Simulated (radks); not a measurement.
Coherent X-ray form factor from a spherical all-electron density. All-electron calculation, Dirac Kohn-Sham, exchange-only LDA, spin-unpolarised, spherical densities, finite nucleus; Fermi nuclear charge, rms radius of each element as measured or else 0.836 A^(1/3) + 0.57 fm. Program: a radial shooting solver on a logarithmic mesh with Libxc functionals.

sin(theta)/lambda (1/angstrom),f0 (electrons)
0.05,2.879
0.1,2.590
0.15,2.270
0.2,2.012
0.25,1.831
0.3,1.704
0.4,1.516
0.5,1.343
0.6,1.169
0.8,0.849
1,0.601
1.25,0.388
1.5,0.254
2,0.116

The species is in the configuration that NIST lists as its ground one. Which atom or ion scatters so?

Answer. The beryllium ion Be+, [He] 2s1. Extrapolating in s^2 from the first two rows gives f0(0) = 3.0, near the electron count 3; among species with that count, the fall with angle is slower the higher Z, and the table is that of Z = 4; from so few rows the species is fixed only to a neighbour or two.
